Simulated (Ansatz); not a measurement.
Abstraction of H: C2H6OSi + C3H8N → C2H5OSi + C3H9N

Species: C2H6OSi `C=C[SiH2]O`, singlet; C3H8N `[CH2]N(C)C`, doublet; C2H5OSi `[H]/[C]=C/[SiH2]O`, doublet; C3H9N (trimethylamine) `CN(C)C`, singlet. A radical takes H: the energy is the difference in strength between two C–H bonds in different surroundings.

Shapes, held fixed at every level: PBE0-D4/def2-TZVP. Flexible molecules stand in one conformer, not always the lowest. Programs: Ansatz 0.2.0. The zero-point and thermal change to 298 K, harmonic and unscaled (PBE0-D4/def2-TZVP), is -1.8 kJ/mol.

```
                level                    kind  ΔH(298 K) (kJ/mol)
     SPW92/def2-TZVPP                     LDA               +77.7
    PBE-D4/def2-TZVPP                     GGA               +71.1
  B3LYP-D4/def2-TZVPP           global hybrid               +72.5
   PBE0-D4/def2-TZVPP           global hybrid               +68.6
r2SCAN0-D4/def2-TZVPP           global hybrid               +63.7
   wB97M-V/def2-TZVPP  range-separated hybrid               +69.2
   wB97X-V/def2-TZVPP  range-separated hybrid               +69.4
    B2PLYP/def2-TZVPP           double hybrid               +69.3
```

B2PLYP/def2-TZVPP gives ΔH(298 K) = +69.3 kJ/mol; the levels span +63.7 to +77.7. The median of the levels is +69.3. No measured value is set beside it here. Spin contamination: C2H5OSi (⟨S²⟩ up to 0.92). Open shells run unrestricted unless RO is named.
